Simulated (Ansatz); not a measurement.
Basis sets compared for the cluster Zn7Se6I2. The state is a singlet with charge 0. Geometry r2SCAN-D4/def2-SVP. Ansatz on 2 threads of AMD EPYC 7R13 on a shared host and a share (18 GiB) of an NVIDIA H100 80GB HBM3; times are rough, and most runs start from earlier orbitals.

```xyz
15

Zn    0.256    1.219   -2.203
Zn    1.275    1.096    0.895
Zn   -1.769    2.441   -2.052
Zn    3.034   -0.658   -0.022
Zn   -1.539   -0.105   -0.939
Zn    0.716   -1.001   -1.060
Zn    0.794   -1.450    1.342
Se   -2.564   -1.278    1.256
Se   -0.992   -2.665    2.326
Se   -0.977    2.036    0.671
Se    2.461    1.458   -1.237
Se   -2.377    0.849    2.266
Se    2.747   -0.262    2.351
I     2.894   -2.541   -1.875
I    -3.961    0.860   -1.716
```

In the def2 sets I takes a core potential, while STO-3G treats all electrons; there is no spin–orbit coupling. Single mean-field runs in def2-SVP, def2-TZVP are fitted with def2-universal-jkfit. Another isomer (singlet) lies 5.59 eV lower at PBE0-D4/def2-TZVP; other spin states weren't run for this one.

STO-3G and 6-31G are all-electron sets without relativity, so their totals don't compare with the def2 sets.

Binding counts from free atoms (Zn singlet, Se triplet, I doublet) in the same basis, without a counterpoise term.

```csv
level,functions,energy (Eh),HOMO (eV),LUMO (eV),binding per atom (eV),wall time
HF/STO-3G,288,-40244.0064,-3.23,1.85,–,25 s
HF/def2-SVP,461,-27433.9057,-6.62,-0.07,0.90,21 s
PBE-D4/def2-SVP (with forces),461,-27453.4673,-4.63,-3.52,2.17,25 s
PBE0-D4/def2-SVP,461,-27454.1436,-5.32,-2.94,2.07,30 s
```

Task: Estimate the rows for PBE-D4/def2-TZVP, PBE0-D4/def2-TZVP.

Result: 
| level | functions | energy (Eh) | HOMO (eV) | LUMO (eV) | binding per atom (eV) | wall time |
| --- | --- | --- | --- | --- | --- | --- |
| PBE-D4/def2-TZVP | 724 | -27457.0808 | -4.82 | -3.64 | 1.98 | 24 s |
| PBE0-D4/def2-TZVP | 724 | -27457.6951 | -5.43 | -3.00 | 1.94 | 25 s |
